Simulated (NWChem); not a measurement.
System: SbH$_{3}$TeO$_{2}$; SMILES [OH][Sb]([TeH])[OH]

```xyz
7

Sb     0.0003    -1.1750    -0.3306
O     -1.5717    -1.4429     0.8482
H     -1.4544    -1.0575     1.7264
O      1.4742    -1.5173     0.9508
H      1.5798    -0.7885     1.5776
Te    -0.0168     1.6103    -0.0033
H      1.5122     1.7184    -0.6601
```
Atoms are numbered in this order, from 1.

Computed with NWChem. Geometry: optimised at PBE0/def2-SVP. def2 effective core potentials on Sb, Te; no spin-orbit coupling. Level M06-L/def2-SVP: energy and gradient on several grids; changes count from the extra-fine grid, which is no exact limit either.

| grid | size of the energy change (μHa) | largest change of a gradient component (μHa/bohr) |
|---|---|---|
| xcoarse | 20000 | 20000 |
| coarse | 1000 | 2000 |
| medium | 50 | 500 |
| fine | 10 | 70 |
| xfine | < 10 | < 30 |
